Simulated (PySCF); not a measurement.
# Computed vibrations of La(NH2)3

La(NH2)3 (singlet). PySCF 2.14.0, RKS PBE0, La def2-SVP with ECP46, N def2-SVP, H def2-SVP; non-relativistic Hamiltonian with scalar-relativistic core potentials where named; density fitting; no spin-orbit coupling. Central differences of gradients.

```xyz
10

La    0.0000    0.0000    0.0000
N     2.3452    0.0000    0.0000
H     2.9745    0.0000    0.8050
H     2.9745    0.0000   -0.8050
N    -1.1726    2.0310    0.0000
H    -1.4872    2.5760    0.8050
H    -1.4872    2.5760   -0.8050
N    -1.1726   -2.0310    0.0000
H    -1.4872   -2.5760    0.8050
H    -1.4872   -2.5760   -0.8050
```

Run from Python with OMP_NUM_THREADS=2. Where DIIS fails, smearing, a level shift and second-order steps follow.
It took 2.1 min on 2 threads of Intel(R) Xeon(R) Processor @ 2.50GHz (Skylake/Cascade Lake), on a shared host.

Question: What are the harmonic wavenumbers and infrared intensities?

Answer: Modes are labelled in D3h; negative numbers are unstable modes, those under 60 cm⁻¹ near the noise; a finer grid moves soft modes by up to 10 cm⁻¹.
```json
{"cm⁻¹": "-478", "km/mol": "–", "symmetry": "e''"}
{"cm⁻¹": "-478", "km/mol": "–", "symmetry": "e''"}
{"cm⁻¹": "-438", "km/mol": "–", "symmetry": "a1''"}
{"cm⁻¹": "-145", "km/mol": "–", "symmetry": "a2''"}
{"cm⁻¹": "114", "km/mol": "0.0", "symmetry": "e'"}
{"cm⁻¹": "114", "km/mol": "0.0", "symmetry": "e'"}
{"cm⁻¹": "221", "km/mol": "104.0", "symmetry": "a2''"}
{"cm⁻¹": "229", "km/mol": "0.0", "symmetry": "e''"}
{"cm⁻¹": "229", "km/mol": "0.0", "symmetry": "e''"}
{"cm⁻¹": "339", "km/mol": "0.0", "symmetry": "a2'"}
{"cm⁻¹": "374", "km/mol": "299.2", "symmetry": "e'"}
{"cm⁻¹": "374", "km/mol": "299.2", "symmetry": "e'"}
{"cm⁻¹": "481", "km/mol": "237.7", "symmetry": "e'"}
{"cm⁻¹": "481", "km/mol": "237.7", "symmetry": "e'"}
{"cm⁻¹": "505", "km/mol": "0.0", "symmetry": "a1'"}
{"cm⁻¹": "1508", "km/mol": "0.0", "symmetry": "a1'"}
{"cm⁻¹": "1510", "km/mol": "16.8", "symmetry": "e'"}
{"cm⁻¹": "1510", "km/mol": "16.8", "symmetry": "e'"}
{"cm⁻¹": "3516", "km/mol": "4.0", "symmetry": "e'"}
{"cm⁻¹": "3516", "km/mol": "4.0", "symmetry": "e'"}
{"cm⁻¹": "3516", "km/mol": "0.0", "symmetry": "a1'"}
{"cm⁻¹": "3592", "km/mol": "0.0", "symmetry": "e''"}
{"cm⁻¹": "3592", "km/mol": "0.0", "symmetry": "e''"}
{"cm⁻¹": "3592", "km/mol": "0.4", "symmetry": "a2''"}
```

Question: Is this a minimum?

Answer: No: 4 unstable; the lowest moves the atoms so:
```
La   0.00  0.00  0.00
N    0.00  0.00  0.01
H    0.02  0.52  0.00
H   -0.02 -0.52  0.00
N    0.00  0.00  0.02
H    0.40  0.26 -0.01
H   -0.40 -0.26 -0.01
N    0.00  0.00 -0.03
H   -0.01  0.07  0.01
H    0.01 -0.07  0.01
```
